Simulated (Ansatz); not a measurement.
Gas-phase electronic energies from Ansatz, PBE0-D4/def2-TZVP geometries. CCSD(T)/CBS is the MP2 limit (def2-TZVPP, def2-QZVPP) plus CCSD(T) − MP2 in def2-TZVPP, frozen cores. Functionals use def2-TZVPP. For Ge, Se outer-core shells are correlated without core-valence functions, which leaves a few kJ/mol of doubt a bond. Scalar relativity is left out up to krypton. Each species was taken in one conformer, which may not be the lowest.

`BC[S][GeH2][F]` + `C[SeH]` → `C[Se][GeH2][F]` + `BCS`  (ligand exchange at a Ge–S bond)

`BC[S][GeH2][F]`:

Cartesian coordinates in Å:
```
B -2.052 0.925 0.724
C -0.716 0.177 0.466
S 0.275 0.856 -0.901
Ge 1.947 -0.556 -0.880
F 1.343 -2.135 -1.320
H -2.451 1.794 0.008
H -2.705 0.586 1.668
H -0.994 -0.864 0.247
H -0.132 0.131 1.392
H 2.507 -0.759 0.536
H 2.978 -0.156 -1.940
```

`C[SeH]`:

Cartesian coordinates in Å:
```
C -0.471 -0.128 0.245
Se 0.643 0.729 -1.106
H -0.367 -1.210 0.196
H -1.497 0.146 0.004
H -0.223 0.242 1.237
H 1.915 0.221 -0.576
```

`C[Se][GeH2][F]`:

Z-matrix (Å, degrees):
```
C
Se 1 1.958
H 1 1.089 2 106.1
H 1 1.088 2 110.4 3 -118.6
H 1 1.087 2 110.1 3 118.7
Ge 2 2.320 1 96.8 3 175.9
F 6 1.746 2 109.5 1 71.0
H 6 1.532 2 109.6 1 -172.4
H 6 1.536 2 111.6 1 -43.7
```

`BCS`:

```xyz
8

B     0.572   -0.121    0.865
C    -0.585   -0.256   -0.155
S    -0.584    0.782   -1.638
H     1.565    0.503    0.628
H     0.480   -0.701    1.908
H    -1.547   -0.131    0.354
H    -0.570   -1.320   -0.447
H     0.670    1.243   -1.515
```

| level | ΔE (kcal/mol) |
| --- | --- |
| PBE-D4 | -2.0 |
| PBE0 | -2.0 |

Q: What does CCSD(T)/CBS give? (Estimate.)

A: The calculation gave: -1.8 kcal/mol. The listed levels differ from it by -0.2, -0.2 kcal/mol.

Largest T1 diagnostic among the species: 0.012.
